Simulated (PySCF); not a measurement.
# Electron correlation in F(2+) (fluorine, charge +2)

[He] 2s2 2p3, high-spin 4S determinant. Computed with PySCF 2.14 in aug-cc-pwCVDZ, with no relativity, point nucleus. Frozen: nothing; 7 electrons correlated.

```tsv
level	correlation energy (mhartree)
CCSD	-121.60
(T)	-0.62
CCSD(T)	-122.22
CCSDT	-122.29
```

Diagnostics: T1 = 0.0026, D1 = 0.0054, largest double amplitude 0.026.

Cost of the coupled-cluster step: about 0.29 core-seconds, for 7 correlated electrons.

Iterations:

```
CC2 = 0
CCSD nocc = (np.int64(5), np.int64(2)), nmo = (27, 27)
frozen orbitals [[], []]
max_cycle = 100
direct = 0
conv_tol = 1e-08
conv_tol_normt = 1e-06
diis_space = 8
diis_start_cycle = 0
Init t2, MP2 energy = -0.106643843245356
Init E_corr(UCCSD) = -0.106643843245376
cycle = 1  E_corr(UCCSD) = -0.118585038510755  dE = -0.0119411953  norm(t1,t2) = 0.0207423
cycle = 2  E_corr(UCCSD) = -0.120777800934726  dE = -0.00219276242  norm(t1,t2) = 0.00632834
cycle = 3  E_corr(UCCSD) = -0.121628338338448  dE = -0.000850537404  norm(t1,t2) = 0.00228398
cycle = 4  E_corr(UCCSD) = -0.121595013150698  dE = 3.33251878e-05  norm(t1,t2) = 0.00027518
cycle = 5  E_corr(UCCSD) = -0.121599404502468  dE = -4.39135177e-06  norm(t1,t2) = 5.48374e-05
cycle = 6  E_corr(UCCSD) = -0.121599247701194  dE = 1.56801274e-07  norm(t1,t2) = 3.20249e-06
cycle = 7  E_corr(UCCSD) = -0.121599291524022  dE = -4.3822828e-08  norm(t1,t2) = 2.76314e-07
cycle = 8  E_corr(UCCSD) = -0.121599291065637  dE = 4.58384719e-10  norm(t1,t2) = 5.3329e-08
UCCSD converged
E(UCCSD) = -97.69873983679817  E_corr = -0.1215992910656372
UCCSD(T) correction = -0.000621420031985217
```
